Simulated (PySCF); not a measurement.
NMR parameters of Si(NMe2)2Me2

Si(NMe2)2Me2, C6H18N2Si.

Geometry:
```csv
atom,x (Å),y (Å),z (Å)
Si1,-0.470,-0.129,-0.368
N2,-0.552,0.186,1.346
C3,-1.596,0.923,2.002
C4,0.290,-0.559,2.244
H5,-2.298,0.269,2.560
H6,-2.188,1.500,1.278
H7,-1.180,1.643,2.735
H8,1.095,-1.058,1.683
H9,0.772,0.104,2.990
H10,-0.266,-1.334,2.812
N11,1.215,-0.015,-0.801
C12,1.876,-0.845,-1.769
C13,1.959,1.163,-0.438
H14,2.043,-0.330,-2.738
H15,1.293,-1.753,-1.975
H16,2.871,-1.170,-1.406
H17,1.424,1.720,0.346
H18,2.957,0.902,-0.035
H19,2.125,1.849,-1.295
C20,-1.542,1.144,-1.242
H21,-1.419,1.021,-2.330
H22,-1.244,2.173,-0.988
H23,-2.614,1.032,-1.017
C24,-1.069,-1.850,-0.829
H25,-2.106,-1.969,-0.477
H26,-0.463,-2.636,-0.351
H27,-1.067,-2.029,-1.916
```

GIAO calculations in PySCF 2.14 on the PBE0-D3(BJ)/def2-SVP structure: isolated species, non-relativistic, equivalent atoms averaged; basis pcSseg-1.

Q: Give the isotropic shieldings (ppm) with PBE0, wB97X-D.

A: 
```csv
atoms,environment,PBE0,wB97X-D
Si1,"silicon bonded to 2 C, 2 N",351.5,350.6
N2/N11,"nitrogen bonded to 2 C, Si",240.0,243.2
C3/C4/C12/C13,"carbon bonded to N, 3 H",147.1,147.2
C20/C24,"carbon bonded to Si, 3 H",187.0,186.7
H5/H6/H7/H8/H9/H10/H14/H15/H16/H17/H18/H19,hydrogen on a carbon bonded to N,28.89,29.02
H21/H22/H23/H25/H26/H27,hydrogen on a carbon bonded to Si,31.29,31.41
HOMO–LUMO gap (eV),–,6.96,10.59
```

Q: And the chemical shifts, against references computed in the same way?

A: 
```tsv
atoms	nucleus, reference	PBE0	wB97X-D
Si1	29Si, TMS	0.5	2.3
N2/N11	15N, NH3	25.7	20.8
C3/C4/C12/C13	13C, TMS	37.3	37.3
C20/C24	13C, TMS	-2.6	-2.1
H5/H6/H7/H8/H9/H10/H14/H15/H16/H17/H18/H19	1H, TMS	2.38	2.36
```

Q: Which part of the shielding of Si1 depends on the functional?

A: Diamagnetic: PBE0 885, wB97X-D 885 ppm; paramagnetic: PBE0 -534, wB97X-D -535 ppm. The diamagnetic part, set mainly by inner electrons, hardly moves; the paramagnetic part goes with low-lying magnetically allowed excitations and carries the spread.

Experimental scales use liquid or dissolved standards, which lie at an offset from isolated NH3 (liquid NH3: subtract about 20 ppm).
